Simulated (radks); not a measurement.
Values are calculated unless marked as measured or tabulated.
Ionisation of Ir+, [Xe] 4f14 5d7 6s1, to Ir2+, [Xe] 4f14 5d7, under several functionals. Scalar-relativistic Kohn-Sham, spin-polarised, spherical densities, finite nucleus; open shells are filled with parallel spins first (spin-orbit coupling, left out, can overturn this in heavy ions); a radial shooting solver on a logarithmic mesh with Libxc functionals.

functional                                        E(Ir+) (hartree)  Exc (hartree)  IE (eV)  -e(HOMO) (eV)  <r> HOMO (bohr)  IE error (eV)
SCAN                                                   -17826.5109      -347.2980   18.316         13.841            1.667         +1.316
exchange-only r2SCAN                                   -17821.1656      -341.7729   17.307         12.281            1.669         +0.307
LDA (Slater exchange, Perdew-Zunger correlation)       -17813.7627      -335.8319   18.397         14.410            1.678         +1.397
exchange-only PBE                                      -17819.2278      -341.2113   17.570         12.695            1.693         +0.570
exchange-only B88                                      -17820.6867      -342.6759   17.566         12.680            1.683         +0.566
B86b exchange with PBE correlation                     -17825.1253      -347.1774   18.159         13.941            1.675         +1.159
BP86                                                   -17825.9302      -347.9776   18.279         14.122            1.675         +1.279
HCTH/407                                               -17834.1405      -356.6166   18.173         14.029            1.694         +1.173
LDA (Slater exchange, Perdew-Wang correlation)         -17813.7594      -335.8288   18.425         14.357            1.678         +1.425
BLYP                                                   -17824.8005      -346.8265   18.044         13.966            1.689         +1.044

NIST Atomic Spectra Database: 17.0 eV (semi-empirical). Closest: exchange-only r2SCAN. The Delta-SCF values span 1.12 eV, the total energies 20.38 hartree. The highest occupied level is 5d. Open shells are spherical and high-spin; term and fine-structure splittings are not resolved. Spin-orbit splitting is averaged out at the scalar-relativistic level.
